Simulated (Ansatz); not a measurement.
System: SrF, net charge 1, singlet state. 
Geometry from a B3LYP-D3(BJ)/def2-TZVP (Ansatz, a program for electronic structure) optimisation:
SMILES: [F][Sr+]
```xyz
2

Sr     0.0000     0.0000    -0.3866
F      0.0000     0.0000     1.6323
```
Charge +1, spin multiplicity 1.

Basis-set convergence of Hartree-Fock and CCSD(T) correlation energies (hartree) with Ansatz. Cores are frozen in the correlated levels unless marked. No spin-orbit coupling. The frozen core is the preceding noble-gas configuration, with the filled d and f shells of earlier blocks. The outer core of K, Ca and their heavier congeners is not correlated, a term that matters for these elements. Past Kr the def2 sets carry scalar-relativistic core potentials.

| basis | functions | E(HF) | E(corr, CCSD(T)) |
|---|---|---|---|
| def2-SVPD | 49 | -129.59126 | -0.22314 |
| def2-TZVPPD | 80 | -129.72277 | -0.28422 |
| def2-QZVPPD | 129 | -129.72901 | -0.30842 |

Extrapolating the two largest sets (X = 3 and 4) as X^-3: E(corr) = (64·(-0.30842) - 27·(-0.28422))/37 = -0.3261 Eh, an estimate of the basis-set limit. The largest set recovers 94.6 % of it, the smallest 68.4 %.
